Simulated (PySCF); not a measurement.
C$_{7}$H$_{4}$N (SMILES N#Cc1c[c]ccc1), doublet (typed; the unrestricted solution is spin-contaminated), at a GFN2-xTB geometry; DF-HF/6-311G** (PySCF).

Here is a job for PySCF.
```python
from pyscf import gto, scf

mol = gto.M(
    atom='''
N     3.12695017    0.17847810   -0.06050207
C     1.98232424    0.11014393   -0.03848908
C     0.57465005    0.00976876   -0.01214601
C    -0.02260068   -1.26470428   -0.05592038
C    -1.37978701   -1.30348574   -0.02793518
C    -2.20234233   -0.21683998    0.03854687
C    -1.60073616    1.04160324    0.08151083
C    -0.22394564    1.15050894    0.05622447
H     0.59319330   -2.14938652   -0.10886638
H    -3.27715040   -0.31144000    0.05785957
H    -2.21698202    1.92699796    0.13449851
H     0.24691311    2.12251269    0.08927376
''',
    basis='6-311g**',
    spin=1,
    verbose=4,
)

mf = scf.UHF(mol)
mf = mf.density_fit(auxbasis='def2-universal-jkfit')
mf.kernel()
```

Output, abridged:

```
PySCF version 2.14.0

[INPUT] verbose = 4
[INPUT] num. atoms = 12
[INPUT] num. electrons = 53
[INPUT] charge = 0
[INPUT] spin (= nelec alpha-beta = 2S) = 1
[INPUT] symmetry False subgroup None
[INPUT] Mole.unit = angstrom
[INPUT] Symbol           X                Y                Z      unit          X                Y                Z       unit  Magmom
[INPUT]  1 N      3.126950170000   0.178478100000  -0.060502070000 AA    5.909079426462   0.337274728233  -0.114332342269 Bohr   0.0
[INPUT]  2 C      1.982324240000   0.110143930000  -0.038489080000 AA    3.746049903687   0.208141861983  -0.072733819986 Bohr   0.0
[INPUT]  3 C      0.574650050000   0.009768760000  -0.012146010000 AA    1.085931211968   0.018460280977  -0.022952632406 Bohr   0.0
[INPUT]  4 C     -0.022600680000  -1.264704280000  -0.055920380000 AA   -0.042709095429  -2.389944717765  -0.105674202982 Bohr   0.0
[INPUT]  5 C     -1.379787010000  -1.303485740000  -0.027935180000 AA   -2.607419559133  -2.463231055876  -0.052789839440 Bohr   0.0
[INPUT]  6 C     -2.202342330000  -0.216839980000   0.038546870000 AA   -4.161823836236  -0.409768175056   0.072843027259 Bohr   0.0
[INPUT]  7 C     -1.600736160000   1.041603240000   0.081510830000 AA   -3.024952940088   1.968344854060   0.154033144886 Bohr   0.0
[INPUT]  8 C     -0.223945640000   1.150508940000   0.056224470000 AA   -0.423195926390   2.174146800464   0.106248849799 Bohr   0.0
[INPUT]  9 H      0.593193300000  -2.149386520000  -0.108866380000 AA    1.120972875927  -4.061751858632  -0.205727642373 Bohr   0.0
[INPUT] 10 H     -3.277150400000  -0.311440000000   0.057859570000 AA   -6.192916725009  -0.588536304235   0.109338740985 Bohr   0.0
[INPUT] 11 H     -2.216982020000   1.926997960000   0.134498510000 AA   -4.189488840885   3.641498386996   0.254165348062 Bohr   0.0
[INPUT] 12 H      0.246913110000   2.122512690000   0.089273760000 AA    0.466598154465   4.010967680014   0.168702956510 Bohr   0.0

nuclear repulsion = 291.718493117803
number of shells = 80
number of NR pGTOs = 280
number of NR cGTOs = 168
basis = 6-311g**
ecp = {}

******** <class 'pyscf.df.df_jk.DFUHF'> ********
method = DFUHF
initial guess = minao
damping factor = 0
level_shift factor = 0
DIIS = <class 'pyscf.scf.diis.CDIIS'>
diis_start_cycle = 1
diis_space = 8
diis_damp = 0
SCF conv_tol = 1e-09
SCF conv_tol_grad = None
SCF max_cycles = 50
direct_scf = False
number electrons alpha = 27  beta = 26
Set gradient conv threshold to 3.16228e-05
******** <class 'pyscf.df.df.DF'> ********
auxbasis = def2-universal-jkfit
init E= -324.168198596079

cycle= 1 E= -321.683247593993  delta_E= 2.48  |g|= 0.464  |ddm|= 2.45
cycle= 2 E= -321.789095560174  delta_E= -0.106  |g|= 0.359  |ddm|= 0.691
cycle= 3 E= -321.844900902255  delta_E= -0.0558  |g|= 0.0915  |ddm|= 0.373
cycle= 4 E= -321.85230809333  delta_E= -0.00741  |g|= 0.0278  |ddm|= 0.143
cycle= 5 E= -321.853280794389  delta_E= -0.000973  |g|= 0.0151  |ddm|= 0.0449
cycle= 6 E= -321.853795261585  delta_E= -0.000514  |g|= 0.0114  |ddm|= 0.0273
cycle= 7 E= -321.854273286115  delta_E= -0.000478  |g|= 0.0108  |ddm|= 0.0249
cycle= 8 E= -321.854550575674  delta_E= -0.000277  |g|= 0.0109  |ddm|= 0.0132
cycle= 9 E= -321.854081046838  delta_E= 0.00047  |g|= 0.0104  |ddm|= 0.0221
cycle= 10 E= -321.852180612668  delta_E= 0.0019  |g|= 0.00771  |ddm|= 0.11
cycle= 11 E= -321.850995789854  delta_E= 0.00118  |g|= 0.00522  |ddm|= 0.122
cycle= 12 E= -321.850716954246  delta_E= 0.000279  |g|= 0.00444  |ddm|= 0.0539
cycle= 13 E= -321.850567311505  delta_E= 0.00015  |g|= 0.00427  |ddm|= 0.0382
cycle= 14 E= -321.850431429744  delta_E= 0.000136  |g|= 0.00431  |ddm|= 0.0399
cycle= 15 E= -321.850516108581  delta_E= -8.47e-05  |g|= 0.00424  |ddm|= 0.0246
cycle= 16 E= -321.851451486399  delta_E= -0.000935  |g|= 0.00611  |ddm|= 0.169
cycle= 17 E= -321.85079756661  delta_E= 0.000654  |g|= 0.0041  |ddm|= 0.106
cycle= 18 E= -321.85156092842  delta_E= -0.000763  |g|= 0.00536  |ddm|= 0.105
cycle= 19 E= -321.851267697115  delta_E= 0.000293  |g|= 0.0037  |ddm|= 0.0524
cycle= 20 E= -321.85075880902  delta_E= 0.000509  |g|= 0.00215  |ddm|= 0.116
cycle= 21 E= -321.850624808925  delta_E= 0.000134  |g|= 0.00213  |ddm|= 0.0407
cycle= 22 E= -321.850285210551  delta_E= 0.00034  |g|= 0.00338  |ddm|= 0.0777
cycle= 23 E= -321.850928343963  delta_E= -0.000643  |g|= 0.00225  |ddm|= 0.165
cycle= 24 E= -321.851264154619  delta_E= -0.000336  |g|= 0.00345  |ddm|= 0.0653
cycle= 25 E= -321.851300898326  delta_E= -3.67e-05  |g|= 0.00358  |ddm|= 0.00562
cycle= 26 E= -321.851327735528  delta_E= -2.68e-05  |g|= 0.00365  |ddm|= 0.00382
cycle= 27 E= -321.851318177759  delta_E= 9.56e-06  |g|= 0.0036  |ddm|= 0.00144
cycle= 28 E= -321.851355192632  delta_E= -3.7e-05  |g|= 0.00374  |ddm|= 0.00525
cycle= 29 E= -321.851558053807  delta_E= -0.000203  |g|= 0.00448  |ddm|= 0.0263
cycle= 30 E= -321.851557697342  delta_E= 3.56e-07  |g|= 0.00456  |ddm|= 0.00154
cycle= 31 E= -321.850648027693  delta_E= 0.00091  |g|= 0.00198  |ddm|= 0.186
cycle= 32 E= -321.850504166549  delta_E= 0.000144  |g|= 0.00234  |ddm|= 0.0398
cycle= 33 E= -321.850771825932  delta_E= -0.000268  |g|= 0.00186  |ddm|= 0.0772
cycle= 34 E= -321.850931263177  delta_E= -0.000159  |g|= 0.00222  |ddm|= 0.0441
cycle= 35 E= -321.850941290667  delta_E= -1e-05  |g|= 0.00228  |ddm|= 0.00268
cycle= 36 E= -321.850893198292  delta_E= 4.81e-05  |g|= 0.00214  |ddm|= 0.012
cycle= 37 E= -321.850903363259  delta_E= -1.02e-05  |g|= 0.00218  |ddm|= 0.00263
cycle= 38 E= -321.850858390929  delta_E= 4.5e-05  |g|= 0.00204  |ddm|= 0.0119
cycle= 39 E= -321.850755703226  delta_E= 0.000103  |g|= 0.00183  |ddm|= 0.0296
cycle= 40 E= -321.850754695002  delta_E= 1.01e-06  |g|= 0.00184  |ddm|= 0.000522
cycle= 41 E= -321.850153008286  delta_E= 0.000602  |g|= 0.00386  |ddm|= 0.138
cycle= 42 E= -321.850921732707  delta_E= -0.000769  |g|= 0.00212  |ddm|= 0.184
cycle= 43 E= -321.851055047138  delta_E= -0.000133  |g|= 0.00258  |ddm|= 0.0301
cycle= 44 E= -321.850944364267  delta_E= 0.000111  |g|= 0.00219  |ddm|= 0.0249
cycle= 45 E= -321.851048072764  delta_E= -0.000104  |g|= 0.00254  |ddm|= 0.0229
cycle= 46 E= -321.850991702676  delta_E= 5.64e-05  |g|= 0.00236  |ddm|= 0.0121
cycle= 47 E= -321.850875392491  delta_E= 0.000116  |g|= 0.00199  |ddm|= 0.0285
cycle= 48 E= -321.850763259716  delta_E= 0.000112  |g|= 0.00178  |ddm|= 0.0321
cycle= 49 E= -321.850678662886  delta_E= 8.46e-05  |g|= 0.00178  |ddm|= 0.0258
cycle= 50 E= -321.850501244094  delta_E= 0.000177  |g|= 0.00227  |ddm|= 0.0495
SCF not converged.
SCF energy = -321.850501244094 after 50 cycles  <S^2> = 1.0434967  2S+1 = 2.2746399
```

The run did not converge; its last values are not results.
